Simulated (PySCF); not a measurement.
# Al⁺: excitation energy

Al⁺ [Ne] 3s2 (1S) → Al⁺ [Ne] 3s1 4s1, s spin flipped, as a difference of total energies. Computed with PySCF 2.14 in aug-cc-pwCVTZ (8s7p5d3f, 75 functions), with no relativity, point nucleus. Correlated levels: valence and next inner shell: 1s2 frozen. The calculations carry no spin-orbit coupling.

| method | excitation energy (cm⁻¹) |
| --- | --- |
| UHF | 0 |
| MP2 (valence and next inner shell) | 0 |
| SCS-MP2 (valence and next inner shell) | 0 |

The upper determinant mixes two multiplicities, so it lies between the two terms.

The promoted electron is Rydberg-like, and one or two diffuse shells describe it only roughly, which tends to raise the upper state.
